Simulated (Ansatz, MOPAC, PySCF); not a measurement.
Pair of molecules: H2S (SMILES S) (first 3 atoms) with CH3F (SMILES CF); geometry from B3LYP-D3(BJ)/def2-TZVP, rigid monomers moved along the line of their centres of mass till H3···F5 is 3.18 Å.
(charge 0, multiplicity 1):
```xyz
8

S     -1.0186     0.1760    -0.2156
H      0.0616     0.8485    -0.6436
H     -0.3010    -0.5372     0.6693
C      0.2985     0.2091     4.3534
F      0.8370    -0.8526     3.6230
H      1.1195     0.7833     4.7829
H     -0.2895     0.8289     3.6767
H     -0.3323    -0.2000     5.1425
```

Interaction energies are E(AB) − E(A) − E(B) at the monomers' geometry in the complex; basis-set methods are counterpoise corrected. Rows marked so take none.

Cores are frozen in the correlated methods. Rows in 3-21G, 6-311+G**, 6-31G* carry no dispersion term and start afresh at each structure (6-31G* with six Cartesian d functions). MP2/6-31G* freezes PySCF's default core. The state that PM3, PM6 reach isn't checked.

Programs: Ansatz (Gaussian orbitals); MOPAC for PM3, PM6 (differences of heats of formation); PySCF for 3-21G rows, 6-311+G** rows, 6-31G* rows. Each number belongs to the level named beside it.

```csv
level,interaction energy (meV)
PM3,-17.5
PM6,-27.6
HF/3-21G (no counterpoise),-52.9
PBE/def2-TZVPPD,-42.7
B3LYP/6-311+G** (no counterpoise),-40.5
M06-2X/6-31G* (no counterpoise),-62.6
wB97X-V/def2-TZVPPD,-52.1
MP2/6-31G*,-39.9
CCSD(T)/aug-cc-pV(D+d)Z,(withheld)
```

Problem. Complete the blanks.

Solution. 
- CCSD(T)/aug-cc-pV(D+d)Z, interaction energy (meV): -48.4

Ansatz is a quantum-chemistry and plane-wave program.
